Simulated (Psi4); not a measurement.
Psi4 input (wB97X-D/6-31G*):

```
memory 1500 MB

molecule {
0 2
C    -1.20884800   -0.59426200   -1.63726400
Si    0.08506600   -0.12759400   -0.35914500
C     1.78185100    0.03293100   -1.15101000
P     0.03816500   -1.61015400    1.33275200
P    -0.48189700    1.92778100    0.45194200
H    -1.25869700    0.15557400   -2.42955300
H    -2.19876400   -0.67669700   -1.18517500
H    -0.96736100   -1.55631000   -2.09428700
H     2.09937700   -0.92127700   -1.57604600
H     2.53065800    0.34314400   -0.42079100
H     1.75901400    0.77371700   -1.95370900
H     1.24409800   -1.09196800    1.88590100
H    -1.59252800    1.47288700    1.20765700
H     0.41124400    1.89083900    1.55325900
symmetry c1
no_reorient
no_com
}

set {
  basis 6-31G*
  reference uks
  scf_type pk
  dft_radial_points 99
  dft_spherical_points 590
  e_convergence 1e-8
  d_convergence 1e-7
  maxiter 150
}

e = energy('wb97x-d')
print_out(f'\nFINAL {e:.10f} DIPOLE {variable("CURRENT DIPOLE")[0]:.6f} {variable("CURRENT DIPOLE")[1]:.6f} {variable("CURRENT DIPOLE")[2]:.6f}\n')
```

From the output:

```
      54A      0.452760    55A      0.454218    56A      0.488663
      57A      0.539199    58A      0.557537    59A      0.576696
      60A      0.651266    61A      0.668230    62A      0.705221
      63A      0.718102    64A      0.750735    65A      0.764013
      66A      0.774203    67A      0.797120    68A      0.804705
      69A      0.809742    70A      0.831205    71A      0.843263
      72A      0.881343    73A      0.887468    74A      0.897271
      75A      0.922493    76A      0.949201    77A      0.963850
      78A      0.999300    79A      1.014867    80A      1.016576
      81A      1.020275    82A      1.030098    83A      1.083012
      84A      1.108192    85A      1.150384    86A      1.206556
      87A      1.239036    88A      1.261704    89A      1.367288
      90A      1.385557    91A      1.771699    92A      1.796524
      93A      1.842740    94A      1.877273    95A      2.211845
      96A      2.319295    97A      2.356525    98A      2.360129
      99A      2.364868   100A      2.365546   101A      3.086832
     102A      3.519788   103A      3.533256   104A      4.263254
     105A      4.302945

    Final Occupation by Irrep:
              A
    DOCC [    32 ]
    SOCC [     1 ]
    NA   [    33 ]
    NB   [    32 ]

  @UKS Final Energy: -1053.74036163194228

   => Energetics <=

    Nuclear Repulsion Energy =            348.4034650339296491
    One-Electron Energy =               -2147.6689854816950174
    Two-Electron Energy =                 804.0384419036976169
    DFT Exchange-Correlation Energy =     -58.5064775774597763
    Empirical Dispersion Energy =          -0.0068055104148141
    VV10 Nonlocal Energy =                  0.0000000000000000
    Total Energy =                      -1053.7403616319422781

  UHF NO Occupations:
  HONO-2 :   31  A 1.9995121
  HONO-1 :   32  A 1.9986721
  HONO-0 :   33  A 1.0000000
  LUNO+0 :   34  A 0.0013279
  LUNO+1 :   35  A 0.0004879
  LUNO+2 :   36  A 0.0002686
  LUNO+3 :   37  A 0.0000955

Computation Completed

Properties will be evaluated at   0.000000,   0.000000,   0.000000 [a0]

Properties computed using the SCF density matrix

 Multipole Moments:

 ------------------------------------------------------------------------------------
     Multipole            Electronic (a.u.)      Nuclear  (a.u.)        Total (a.u.)
 ------------------------------------------------------------------------------------

 L = 1.  Multiply by 2.5417464519 to convert [e a0] to [Debye]
 Dipole X            :          0.3282248            0.0000057            0.3282305
 Dipole Y            :         -0.0749537            0.0000227           -0.0749311
 Dipole Z            :         -0.3892382           -0.0000151           -0.3892533
 Magnitude           :                                                    0.5146533

 ------------------------------------------------------------------------------------

FINAL -1053.7403616319 DIPOLE 0.328230 -0.074931 -0.389253

*** Psi4 exiting successfully. Buy a developer a beer!
```

The geometry given is a B3LYP-D3(BJ)/def2-TZVP minimum.
